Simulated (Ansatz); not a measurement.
Consider the cleavage of the Si–Al bond: `C[Si](C)(C)[Al]([F])[F]` + H–F → `C[Si](C)(C)F` + `[F][AlH][F]`.

Calculated with Ansatz (gas phase, PBE0-D4/def2-TZVP geometries, no zero-point term in ΔE). CCSD(T)/CBS is the MP2 limit (def2-TZVPP, def2-QZVPP) plus CCSD(T) − MP2 in def2-TZVPP, frozen cores. This one scheme is used for every species. DFT in def2-TZVPP. Each species was taken in one conformer, which may not be the lowest.

`C[Si](C)(C)[Al]([F])[F]`:

```xyz
16

C    -0.698    0.554   -1.659
Si    0.019   -0.015   -0.017
C     0.589   -1.799   -0.152
C     1.474    1.088    0.435
Al   -1.701    0.183    1.719
F    -2.416    1.630    2.063
F    -2.226   -1.095    2.622
H    -1.531   -0.077   -1.978
H    -1.058    1.584   -1.603
H     0.072    0.509   -2.436
H     1.011   -2.157    0.790
H     1.360   -1.890   -0.924
H    -0.236   -2.463   -0.421
H     1.940    0.778    1.372
H     2.235    1.039   -0.350
H     1.166    2.131    0.539
```

H–F:

Cartesian coordinates in Å:
```
F -0.329 0.006 0.322
H 0.329 -0.006 -0.322
```

`C[Si](C)(C)F`:

Z-matrix (Å, degrees):
```
C
Si 1 1.860
H 1 1.093 2 111.1
H 1 1.093 2 111.1 3 -120.2
H 1 1.094 2 110.8 3 119.9
C 2 1.860 1 111.6 3 177.3
C 2 1.860 1 111.6 3 -57.1
F 2 1.613 1 107.2 3 60.1
H 6 1.093 2 111.1 1 -177.3
H 6 1.093 2 111.1 1 -57.1
H 6 1.094 2 110.8 1 62.8
H 7 1.094 2 110.8 1 -62.9
H 7 1.093 2 111.1 1 177.2
H 7 1.093 2 111.1 1 57.0
```

`[F][AlH][F]`:

Z-matrix (Å, degrees):
```
Al
F 1 1.639
F 1 1.639 2 118.0
H 1 1.559 2 121.0 3 180.0
```

Is it downhill or uphill in electronic energy at CCSD(T)/CBS, and by how much? (Estimate.)

Computed: Downhill: ΔE = -1.56 eV.

What do these levels give: LDA (SPW92), PBE0-D4, PBE, r2SCAN, SCS-MP2/def2-TZVPP, MP2/CBS(def2)? (Best estimate.)

Computed: LDA (SPW92) -1.41, PBE0-D4 -1.39, PBE -1.38, r2SCAN -1.63, SCS-MP2/def2-TZVPP -1.67, MP2/CBS(def2) -1.60 eV.

Largest T1 diagnostic among the species: 0.013.

From PBE to PBE0 (25 % exact exchange), in def2-TZVPP and without D4, ΔE moves by −0.07 eV. In def2-TZVPP, CCSD(T) changes the Hartree–Fock value by +0.35 eV (the triples alone add +0.05 eV) and MP2 by +0.31 eV. At CCSD(T), def2-SVP lies +0.04 eV from the extrapolated value and def2-TZVPP −0.01 eV.
